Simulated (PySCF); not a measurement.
C8H9N.
SMILES with atom numbers: `[CH2:1]=[CH:2]/[CH:3]=[C:4](/[C:5]#[N:6])[C:7](=[CH2:8])[CH3:9]` (hydrogens: H10, H11 on C1; H12 on C2; H13 on C3; H14, H15 on C8; H16, H17, H18 on C9)

Geometry (GFN2-xTB, Å), atoms numbered from 1 in this order:
```
atom  x, y, z in Å
C1     1.7225   -1.9612   -1.9040
C2     1.0127   -1.0393   -1.2550
C3     0.8830   -1.0227    0.1763
C4     0.0813   -0.1924    0.8815
C5     0.1460   -0.2366    2.2926
N6     0.1935   -0.2721    3.4388
C7    -0.8736    0.7792    0.3169
C8    -1.7261    0.4351   -0.6412
C9    -0.8404    2.1472    0.9287
H10    2.2168   -2.7636   -1.3811
H11    1.8235   -1.9520   -2.9752
H12    0.5127   -0.2507   -1.8010
H13    1.5126   -1.7150    0.7229
H14   -1.7681   -0.5653   -1.0374
H15   -2.4321    1.1430   -1.0417
H16    0.1405    2.6009    0.7853
H17   -1.5947    2.7882    0.4801
H18   -1.0188    2.0835    2.0019
```

Computed with TDDFT PBE0/def2-SVPD, vertical, gas phase, core orbitals frozen in the response in PySCF.

**Question.** List the vertical singlet excitations with oscillator strengths and describe the spectrum.

**Answer.** 

| state | E (eV) | E (kJ/mol) | λ (nm) | f | main configurations (H = HOMO, L = LUMO) |
| --- | --- | --- | --- | --- | --- |
| S1 | 4.45 | 430 | 278.5 | 0.355 | H→L (88%), H-1→L (10%) |
| S2 | 5.16 | 498 | 240.4 | 0.160 | H-1→L (72%), H→L+1 (20%) |
| S3 | 5.85 | 565 | 211.9 | 0.279 | H→L+1 (67%), H-1→L (14%) |
| S4 | 5.96 | 575 | 208.1 | 0.011 | H-3→L (50%), H-2→L (42%) |
| S5 | 6.37 | 614 | 194.7 | 0.0022 | H→L+3 (32%), H-2→L (30%), H-3→L (29%) |
| S6 | 6.58 | 635 | 188.5 | 0.0060 | H-4→L (43%), H→L+2 (35%) |

Triplets (Tamm–Dancoff): T1 2.55 eV, H→L (93%); T2 3.96 eV, H-1→L (47%), H→L+1 (30%), H-1→L+1 (15%).

The lowest singlet comes at 278 nm (430 kJ/mol) in the ultraviolet; it is strong; its leading configuration is HOMO→LUMO (88%). The lowest level is also the most intense of those listed (f = 0.355). Löwdin shares by element: HOMO carbon 59% or more (atoms not listed hold the other 41%); LUMO carbon 65% or more (atoms not listed hold the other 35%). The listed states span 2.13 eV. Of the 6 states listed, 4 reach f = 0.01 and none stays under 0.0005. Orbital energies (eV): HOMO-3 -9.65, HOMO-2 -9.51, HOMO-1 -8.25, HOMO -7.02, LUMO -2.18, LUMO+1 -0.31, LUMO+2 0.63. The window holds the lowest 6 singlets.

Hardware: Arm Neoverse N1, one thread, shared host with 64 logical CPUs at a one-minute load of 42. Cost: 86 s, 1.1 GiB resident at most.

One conformer stands for the species.
